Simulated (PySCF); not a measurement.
Dipole response of La(41+) (lanthanum, charge +41)

[Ne] 3s2 3p4, high-spin 3P determinant. Computed with PySCF 2.14 in an even-tempered Gaussian basis (18 s from 7.3 bohr⁻², ratio 2.5; 12 p from 9.5 bohr⁻², ratio 2.5; 4 d from 42 bohr⁻², ratio 2.7; 4 f from 63 bohr⁻², ratio 2.7), with scalar relativity by spin-free X2C-1e. Coupled (time-dependent) response in atomic units; α is the mean over directions.

```csv
method,mean α (bohr³),"α xx, yy, zz",C₆ (like pair),S(−4)
UHF,0.006350,"0.007847, 0.003356, 0.007847",0.0004019,6.664e-05
PBE0,0.006311,"0.007768, 0.003395, 0.007768",0.0003978,6.712e-05
```

S(−4) is the Cauchy moment in α(ω) = α(0) + S(−4) ω² + …

Spin-orbit coupling is absent.

α(iu) at PBE0:

```tsv
u (hartree)	α(iu) (bohr³)
0	0.006310
1.00	0.006244
2.00	0.006058
4.00	0.005458
6.00	0.004768
8.00	0.004134
10.0	0.003594
15.0	0.002612
20.0	0.001992
30.0	0.001316
50.0	0.0007891
```

For an ion, C₆ is the dispersion term alone; charge-induced terms of lower order in 1/R come first.

The components differ because the open shell of this determinant is not spherical; for a pure term their mean is the scalar polarisability.

Spin-orbit coupling is strong in this species (close to jj coupling), so the high-spin LS determinant is a model state, not a physical level.
